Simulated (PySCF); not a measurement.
## Atomic charges against the basis set

C₄H₄BFSi.
Numbering: `[F:1][BH:2][C:3]#[C:4][C:5]#[C:6][SiH3:7]` (hydrogens: H8 on B2; H9, H10, H11 on Si7)

PBE0 throughout (PySCF), one geometry, spherical d and f functions. Isolated species at its PBE0-D3(BJ)/def2-SVP geometry, gas phase. The first 7 of 9 kinds of atom are listed.

Mulliken charges (e):

```tsv
basis	functions	F1	B2	C3	C4	C5	C6	Si7
STO-3G	43	-0.077	+0.253	-0.128	-0.039	-0.057	-0.202	+0.579
6-31G	75	-0.283	+0.451	-0.400	+0.214	-0.037	-0.288	+0.616
pcSseg-0	75	-0.296	+0.636	-0.257	-0.108	-0.263	-0.216	+0.619
6-31G*	110	-0.229	+0.288	-0.646	+0.604	+0.758	-0.906	+0.310
cc-pVDZ	122	-0.071	+0.161	-0.498	+0.501	+0.684	-0.835	+0.223
def2-SVP	122	-0.084	+0.171	-0.372	+0.320	+0.156	-0.379	+0.400
aug-cc-pVDZ	201	-0.371	-0.480	-0.097	+0.625	+1.325	-1.128	-0.854
6-311+G(2d,p)	221	-0.317	+0.307	+0.050	-0.224	+1.351	-1.228	+0.157
def2-TZVP	247	-0.216	+0.259	-0.041	-0.102	-0.091	-0.046	+0.228
cc-pVTZ	270	-0.185	+0.233	-0.424	+0.269	+0.280	-0.336	+0.229
IGLO-III	294	-0.326	+0.590	-0.179	-0.011	-0.045	-0.321	+0.760
pcSseg-2	315	-0.307	+0.600	-0.268	+0.046	+0.111	-0.358	+0.571
```

IAO charges (e):

```
        basis  functions      F1      B2      C3      C4      C5      C6     Si7
       STO-3G         43  -0.121  +0.249  -0.138  -0.019  -0.046  -0.258  +0.659
        6-31G         75  -0.277  +0.363  -0.147  +0.018  -0.011  -0.251  +0.475
     pcSseg-0         75  -0.261  +0.349  -0.141  +0.016  -0.013  -0.257  +0.468
       6-31G*        110  -0.283  +0.400  -0.151  +0.014  -0.008  -0.288  +0.610
      cc-pVDZ        122  -0.280  +0.384  -0.147  +0.014  -0.011  -0.285  +0.603
     def2-SVP        122  -0.279  +0.386  -0.145  +0.014  -0.009  -0.284  +0.616
  aug-cc-pVDZ        201  -0.292  +0.392  -0.149  +0.016  -0.013  -0.285  +0.605
6-311+G(2d,p)        221  -0.294  +0.397  -0.151  +0.017  -0.011  -0.295  +0.638
    def2-TZVP        247  -0.295  +0.401  -0.151  +0.017  -0.009  -0.298  +0.645
      cc-pVTZ        270  -0.293  +0.400  -0.152  +0.016  -0.009  -0.295  +0.630
     IGLO-III        294  -0.295  +0.399  -0.151  +0.016  -0.010  -0.297  +0.644
     pcSseg-2        315  -0.295  +0.401  -0.151  +0.017  -0.009  -0.297  +0.643
```

Hirshfeld charges (e):

```json
{"basis": "STO-3G", "functions": "43", "F1": "-0.012", "B2": "+0.189", "C3": "-0.113", "C4": "-0.025", "C5": "-0.049", "C6": "-0.127", "Si7": "+0.406"}
{"basis": "6-31G", "functions": "75", "F1": "-0.115", "B2": "+0.225", "C3": "-0.098", "C4": "0.000", "C5": "-0.015", "C6": "-0.120", "Si7": "+0.330"}
{"basis": "pcSseg-0", "functions": "75", "F1": "-0.109", "B2": "+0.228", "C3": "-0.097", "C4": "-0.001", "C5": "-0.023", "C6": "-0.118", "Si7": "+0.347"}
{"basis": "6-31G*", "functions": "110", "F1": "-0.107", "B2": "+0.229", "C3": "-0.092", "C4": "-0.004", "C5": "-0.013", "C6": "-0.116", "Si7": "+0.329"}
{"basis": "cc-pVDZ", "functions": "122", "F1": "-0.102", "B2": "+0.223", "C3": "-0.095", "C4": "-0.003", "C5": "-0.019", "C6": "-0.114", "Si7": "+0.343"}
{"basis": "def2-SVP", "functions": "122", "F1": "-0.108", "B2": "+0.229", "C3": "-0.094", "C4": "-0.002", "C5": "-0.018", "C6": "-0.113", "Si7": "+0.346"}
{"basis": "aug-cc-pVDZ", "functions": "201", "F1": "-0.125", "B2": "+0.240", "C3": "-0.097", "C4": "-0.005", "C5": "-0.021", "C6": "-0.119", "Si7": "+0.348"}
{"basis": "6-311+G(2d,p)", "functions": "221", "F1": "-0.131", "B2": "+0.248", "C3": "-0.097", "C4": "-0.005", "C5": "-0.021", "C6": "-0.119", "Si7": "+0.351"}
{"basis": "def2-TZVP", "functions": "247", "F1": "-0.126", "B2": "+0.242", "C3": "-0.095", "C4": "-0.003", "C5": "-0.018", "C6": "-0.117", "Si7": "+0.342"}
{"basis": "cc-pVTZ", "functions": "270", "F1": "-0.122", "B2": "+0.239", "C3": "-0.095", "C4": "-0.003", "C5": "-0.018", "C6": "-0.115", "Si7": "+0.340"}
{"basis": "IGLO-III", "functions": "294", "F1": "-0.128", "B2": "+0.243", "C3": "-0.096", "C4": "-0.005", "C5": "-0.023", "C6": "-0.115", "Si7": "+0.340"}
{"basis": "pcSseg-2", "functions": "315", "F1": "-0.129", "B2": "+0.244", "C3": "-0.095", "C4": "-0.003", "C5": "-0.018", "C6": "-0.118", "Si7": "+0.347"}
```

Question: Which scheme is steadiest as the basis changes?

Answer: Largest range over the bases for any column: Hirshfeld 0.12 e, IAO 0.19 e, Mulliken 1.61 e. Hirshfeld charges move least and Mulliken charges most, counted in e. Without the minimal STO-3G basis the ranges are Hirshfeld 0.03, IAO 0.18, Mulliken 1.61 e.

Question: How much do the charges still move between the two largest bases, IGLO-III and pcSseg-2?

Answer: At most, over all atoms: Mulliken 0.189 e, IAO 0.002 e, Hirshfeld 0.007 e.

Question: What do the same runs give for the total energy, the frontier levels and the dipole moment?

Answer: 
| basis | energy (Eh) | HOMO (eV) | LUMO (eV) | μ (D) |
| --- | --- | --- | --- | --- |
| STO-3G | -561.5503 | -5.17 | 0.81 | 1.68 |
| 6-31G | -568.3906 | -7.56 | -2.36 | 2.39 |
| pcSseg-0 | -567.5569 | -7.92 | -2.65 | 2.38 |
| 6-31G* | -568.4832 | -7.49 | -2.36 | 1.71 |
| cc-pVDZ | -568.5175 | -7.63 | -2.53 | 1.87 |
| def2-SVP | -568.2094 | -7.73 | -2.61 | 1.83 |
| aug-cc-pVDZ | -568.5308 | -7.74 | -2.67 | 2.01 |
| 6-311+G(2d,p) | -568.5980 | -7.78 | -2.71 | 1.99 |
| def2-TZVP | -568.6250 | -7.76 | -2.68 | 1.89 |
| cc-pVTZ | -568.6163 | -7.74 | -2.65 | 1.89 |
| IGLO-III | -568.6284 | -7.77 | -2.70 | 1.93 |
| pcSseg-2 | -568.6299 | -7.78 | -2.70 | 1.96 |

The dipole is fixed by the density alone, so its range of 0.71 D shows that the density itself changes with the basis, not only its division among atoms.
